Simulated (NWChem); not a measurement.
AlCl, singlet; SMILES [Al][Cl]

```xyz
2

Al     0.0000     0.0000    -1.2092
Cl     0.0000     0.0000     0.9377
```
Atoms are numbered in this order, from 1.

Low-valent species are run as closed-shell singlets; no triplet was tried in these runs. Coordinates come from a PBE0/def2-SVP optimisation.

### Question
List the 4 lowest vertical singlet excitations from BHandHLYP/6-31G* (spherical d), TDA (NWChem).

### Answer
```tsv
state	energy (eV)	oscillator strength	leading excitation (squared amplitude)
S1	5.01	0.316	HOMO → LUMO (0.97)
S2	5.01	0.316	HOMO → LUMO+1 (0.97)
S3	6.65	0.000	HOMO−2 → LUMO (0.49)
S4	6.70	0.000	HOMO−2 → LUMO (0.50)
```
